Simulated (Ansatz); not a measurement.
The same path of CH4 + CH5AlFN (14 atoms, charge 0, multiplicity 1) was run twice with different band settings. Lost on the way: H5–C6. Made: Al1–C6, N2–H5.

Computed with Ansatz 0.2.0, RKS CAM-B3LYP-D4/cc-pVDZ.

Relaxed end points:

```xyz
14
Properties=species:S:1:pos:R:3
Al -0.879 0.316 -0.601
N 0.025 1.306 -1.762
C -1.003 -1.618 -0.628
F -1.776 1.183 0.548
H 1.549 0.658 0.727
C 1.221 0.314 1.720
H 0.585 0.944 -2.527
H 0.049 2.321 -1.758
H -0.251 -2.078 -1.287
H -0.876 -2.035 0.383
H -1.997 -1.933 -0.984
H 1.284 -0.781 1.775
H 1.880 0.758 2.478
H 0.189 0.644 1.915
```

```xyz
14
Properties=species:S:1:pos:R:3
Al -0.464 0.125 0.285
N 0.532 1.126 -1.252
C -1.047 -1.545 -0.574
F -1.665 1.358 0.354
H 1.474 1.442 -1.015
C 0.836 0.157 1.759
H 0.582 0.613 -2.134
H -0.044 1.958 -1.408
H -0.194 -2.170 -0.894
H -1.643 -2.166 0.117
H -1.679 -1.367 -1.462
H 1.745 -0.428 1.528
H 1.157 1.180 2.019
H 0.411 -0.282 2.678
```

Common settings: movable images 5; climbing image yes; spring 5.0 eV/Å²; optimiser quadratic models (default); force threshold 0.05 eV/Å; iteration limit 60; end points relaxed.

| run | start path |
| --- | --- |
| 1 | through a guess of the saddle point |
| 2 | straight line |

Task: What does each run give, and how far can it be trusted?

Result: Run 1: converged after 13 iterations, highest image 1.290 eV above the first end. A vibrational analysis at the climbing image gives one clearly imaginary mode, 1482i cm⁻¹: a first-order saddle point.
Run 2: converged after 12 iterations, highest image 1.289 eV above the first end. Another band between the same ends (5 images) ends at a top of the same energy, where a vibrational analysis finds 1 clearly imaginary mode.
The orbitals stay closed-shell, which can raise the energy where a bond breaks towards radicals; this wasn't checked here.
